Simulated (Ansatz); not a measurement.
`[CH3][In]([CH3])[SH]` + HCl → `[CH3][In]([SH])[Cl]` + CH₄  (ligand exchange at the In–C bond)

Computed with Ansatz on PBE0-D4/def2-TZVP structures; ΔE is electronic, products minus reactants. CBS: MP2 limit from def2 TZ/QZ plus the TZ coupled-cluster correction, frozen cores. This one scheme is used for every species. DFT in def2-TZVPP. B3LYP here is the variant with VWN-RPA as its local correlation; programs differ in this. HSE06 is defined as in plane-wave codes. Elements past krypton have def2 core potentials. For In outer-core shells are correlated without core-valence functions, which leaves a few kJ/mol of doubt a bond. One conformer a species, not always the lowest.

```tsv
level	ΔE (kJ/mol)	difference from CCSD(T)/CBS
LDA (SPW92)	-142.8	7.9
PBE-D4	-149.9	0.8
BLYP-D4	-154.6	-3.9
r2SCAN-D4	-158.8	-8.1
B97M-V	-165.3	-14.6
PBE0-D4	-153.7	-3.0
B3LYP-D4	-157.6	-6.9
r2SCANh-D4	-159.1	-8.4
r2SCAN0-D4	-159.7	-9.0
HSE06-D4	-154.0	-3.3
BHLYP-D4	-164.5	-13.8
CAM-B3LYP-D4	-156.2	-5.5
ωB97X-V	-155.1	-4.4
ωB97M-V	-153.0	-2.3
B2PLYP	-156.2	-5.5
PBE-QIDH	-154.4	-3.7
PBE	-150.6	0.1
BLYP	-156.0	-5.3
r2SCAN	-159.2	-8.5
PBE0	-154.3	-3.6
r2SCANh	-159.5	-8.8
r2SCAN0	-160.0	-9.3
HSE06	-154.5	-3.8
BHLYP	-164.5	-13.8
CAM-B3LYP	-156.7	-6.0
LC-ωPBE	-151.6	-0.9
RPA@PBE/def2-TZVPP	-140.6	10.1
HF/def2-SVP	-183.1	-32.4
CCSD/def2-SVP	-162.4	-11.7
CCSD(T)/def2-SVP	-160.9	-10.2
MP2/def2-TZVPP	-147.7	3.0
SCS-MP2/def2-TZVPP	-150.2	0.5
CCSD/def2-TZVPP	-148.0	2.7
CCSD(T)/def2-TZVPP	-146.1	4.6
HF/def2-QZVPP	-175.6	-24.9
MP2/def2-QZVPP	-150.2	0.5
SCS-MP2/def2-QZVPP	-152.7	-2.0
HF/CBS(def2)	-175.5	-24.8
MP2/CBS(def2)	-152.3	-1.6
CCSD/CBS(def2)	-152.6	-1.9
CCSD(T)/CBS	-150.7	0
```

Largest T1 diagnostic among the species: 0.012.

At CCSD(T), def2-SVP lies −10.2 kJ/mol from the extrapolated value and def2-TZVPP +4.6 kJ/mol. In def2-TZVPP, CCSD(T) changes the Hartree–Fock value by +30.0 kJ/mol (the triples alone add +1.9 kJ/mol) and MP2 by +28.4 kJ/mol.

CCSD(T)/CBS has its own doubt, a few kJ/mol and more with outer-core shells, so smaller differences from it don't rank the levels.
